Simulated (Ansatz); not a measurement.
Si5Cl2⁻. Charge -1, multiplicity 2. Geometry r2SCAN-D4/def2-SVP, that of the neutral singlet; atoms count from 1.

```xyz
7

Si   -1.302    1.474   -0.974
Si   -0.772    0.166    0.964
Si    2.351   -1.680   -0.718
Si    0.317   -0.689   -1.036
Si    1.266   -0.886    1.145
Cl    0.461    2.685   -1.011
Cl   -2.321   -1.070    1.630
```

The structure comes from a short search, and lower isomers may exist.

Problem. Estimate the Mulliken populations from the PBE0/def2-TZVPD orbitals of Ansatz.

Solution. 
| atom | charge (e) | spin (α − β) |
| --- | --- | --- |
| Si1 | -0.12 | 0.19 |
| Si2 | 0.26 | 0.40 |
| Si3 | -0.33 | 0.38 |
| Si4 | 0.06 | -0.07 |
| Si5 | -0.14 | 0.09 |
| Cl6 | -0.32 | 0.00 |
| Cl7 | -0.40 | 0.02 |
Mulliken values depend strongly on the basis. With diffuse functions, as here, like atoms can get unlike values, and bond orders can come out too low or too high.

Problem. Where does the spin sit?

Solution. Summed by element: Si 0.98, Cl 0.02, of 1 unpaired in all. Largest on single atoms: Si2 0.40, Si3 0.38, Si1 0.19.

Problem. And the Mayer bond orders between heavy atoms (over 0.3)?

Solution. Si1–Si2 0.81 (2.40 Å); Si1–Si4 0.49 (2.70 Å); Si1–Cl6 0.94 (2.14 Å); Si2–Si4 0.59 (2.43 Å); Si2–Si5 0.70 (2.30 Å); Si2–Cl7 0.90 (2.09 Å); Si3–Si4 0.98 (2.28 Å); Si3–Si5 0.99 (2.30 Å); Si4–Si5 1.00 (2.39 Å).
